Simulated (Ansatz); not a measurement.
Start from `FC(F)(F)C1=CC(C(F)(F)F)=[O+][B-](Cl)(Cl)O1` and change one atom or group to get `F[B-]1(Cl)OC(C(F)(F)F)=CC(C(F)(F)F)=[O+]1`.

Ansatz, PBE0-D4/def2-TZVP geometries, multiplicity 1. 

```csv
property,`FC(F)(F)C1=CC(C(F)(F)F)=[O+][B-](Cl)(Cl)O1`
size of the dipole moment (PBE/def2-TZVPP) / D,4.12
HOMO energy (PBE0/def2-TZVPP) / eV,-8.48
HOMO energy (B3LYP/def2-TZVPP) / eV,-8.21
size of the dipole moment (ωB97M-V/def2-TZVPP) / D,4.57
HOMO–LUMO gap (B3LYP/def2-TZVPP) / eV,3.90
LUMO energy (PBE0/def2-TZVPP) / eV,-4.11
```

Question: Give the same properties after the change, and the shifts. (An estimate is asked.)

Answer: The calculation gave: 
| property | `F[B-]1(Cl)OC(C(F)(F)F)=CC(C(F)(F)F)=[O+]1` | shift |
| --- | --- | --- |
| size of the dipole moment (PBE/def2-TZVPP) / D | 3.99 | -0.13 |
| HOMO energy (PBE0/def2-TZVPP) / eV | -8.90 | -0.42 |
| HOMO energy (B3LYP/def2-TZVPP) / eV | -8.63 | -0.42 |
| size of the dipole moment (ωB97M-V/def2-TZVPP) / D | 4.35 | -0.22 |
| HOMO–LUMO gap (B3LYP/def2-TZVPP) / eV | 4.38 | 0.48 |
| LUMO energy (PBE0/def2-TZVPP) / eV | -4.05 | 0.06 |

With PBE0 the HOMO falls by 0.42 eV and the LUMO rises by 0.06 eV, so the gap widens by about 0.48 eV. PBE moves the HOMO by -0.38 eV and ωB97M-V by -0.44 eV. Dipoles are sizes alone; their direction can turn.

B3LYP here is the variant with VWN-RPA as its local correlation; programs differ in this.
